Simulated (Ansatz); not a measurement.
`F[Si]([SiH3])(Cl)Cl` + `NC(O)(O)F` → `OC(O)(F)N[SiH3]` + `F[SiH](Cl)Cl`  (cleavage of the Si–Si bond)

Isolated molecules relaxed with PBE0-D4/def2-TZVP in Ansatz; ΔE leaves out vibrations. CCSD(T)/CBS adds triple-zeta CCSD(T) − MP2 to the extrapolated MP2 energy (def2 sets, frozen cores). Functionals use def2-TZVPP. One conformer a species, not always the lowest.

`F[Si]([SiH3])(Cl)Cl`:

Cartesian coordinates in Å:
```
F -2.140 -0.519 -0.506
Si -0.809 -0.635 0.354
Si 0.860 0.761 -0.482
Cl -0.232 -2.589 0.301
Cl -1.291 -0.143 2.272
H 2.063 0.589 0.370
H 0.387 2.167 -0.427
H 1.161 0.370 -1.882
```

`NC(O)(O)F`:

```xyz
9

N     0.466    0.976   -0.534
C    -0.036   -0.249   -0.031
O    -1.396   -0.249    0.120
O     0.533   -0.579    1.173
F     0.303   -1.215   -0.962
H     0.140    1.739    0.046
H     0.146    1.121   -1.482
H    -1.642   -1.047    0.602
H     1.487   -0.498    1.067
```

`OC(O)(F)N[SiH3]`:

Z-matrix (Å, degrees):
```
C
O 1 1.377
F 1 1.379 2 108.2
O 1 1.381 2 113.5 3 -113.3
N 1 1.402 2 106.7 3 121.1
H 2 0.963 1 107.7 3 49.7
H 4 0.963 1 106.5 2 -68.9
Si 5 1.741 1 123.3 2 -28.2
H 5 1.007 1 112.2 2 177.5
H 8 1.482 5 111.3 1 74.1
H 8 1.486 5 104.0 1 -168.1
H 8 1.485 5 113.2 1 -49.3
```

`F[SiH](Cl)Cl`:

Cartesian coordinates in Å:
```
F -1.451 0.462 -0.551
Si -0.007 -0.011 -0.114
Cl -0.206 -1.563 1.170
Cl 0.921 1.537 0.800
H 0.743 -0.426 -1.305
```

CCSD(T)/CBS gives -0.45 eV.

(1) Another level gave -0.56 eV. Which?
A. SCS-MP2/def2-TZVPP
B. r2SCAN/def2-TZVPP
C. ωB97M-V/def2-TZVPP
D. PBE0-D4/def2-TZVPP

Largest T1 diagnostic among the species: 0.011.

Answers

(1) A. SCS-MP2/def2-TZVPP -0.56, ωB97M-V -0.47, r2SCAN -0.37, PBE0-D4 -0.28 eV.

In def2-TZVPP, CCSD(T) changes the Hartree–Fock value by +0.12 eV (the triples alone add +0.02 eV) and MP2 by +0.04 eV. From PBE to PBE0 (25 % exact exchange), in def2-TZVPP and without D4, ΔE moves by −0.08 eV.
